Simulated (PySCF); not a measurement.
C3H9FSi. Atoms are numbered in the order given.

```xyz
14

C     -1.5494     0.8946    -0.5282
Si     0.0000     0.0000     0.0226
C      1.5494     0.8946    -0.5282
C      0.0000    -1.7891    -0.5282
F      0.0000     0.0000     1.6672
H     -1.6122     0.9308    -1.6286
H     -2.4537     0.3875    -0.1547
H     -1.5625     1.9312    -0.1547
H      2.4537     0.3875    -0.1547
H      1.6122     0.9308    -1.6286
H      1.5625     1.9312    -0.1547
H      0.0000    -1.8616    -1.6286
H     -0.8912    -2.3188    -0.1547
H      0.8912    -2.3188    -0.1547
```
Charge 0, spin multiplicity 1.

Geometry optimised at B3LYP-D3(BJ)/def2-SVP.

Calculation: B3LYP/pcSseg-1 (PySCF).

GIAO shieldings, no solvent; atoms alike by connectivity are averaged. δ = σ(ref) − σ: ¹³C against TMS (σ = 181.3 ppm); ²⁹Si against TMS (σ = 338.7 ppm); ¹⁹F against CFCl3 (σ = 161.7 ppm); ¹H against TMS (σ = 31.68 ppm), references at their B3LYP-D3(BJ)/def2-TZVP geometries, non-relativistic.

```json
[
 {"atoms": "C1, C3, C4", "nucleus": "¹³C", "count": "3", "δ (ppm)": "2.5"},
 {"atoms": "Si2", "nucleus": "²⁹Si", "count": "1", "δ (ppm)": "40.0"},
 {"atoms": "F5", "nucleus": "¹⁹F", "count": "1", "δ (ppm)": "___"},
 {"atoms": "H6, H7, H8, H9, H10, H11, H12, H13, H14", "nucleus": "¹H", "count": "9", "δ (ppm)": "___"}
]
```

Question: Fill in the missing entries. (An estimate is asked for; the answer gives what the named calculation found.)

Answer: 
- F5, δ (ppm): -193.1
- H6, H7, H8, H9, H10, H11, H12, H13, H14, δ (ppm): 0.48
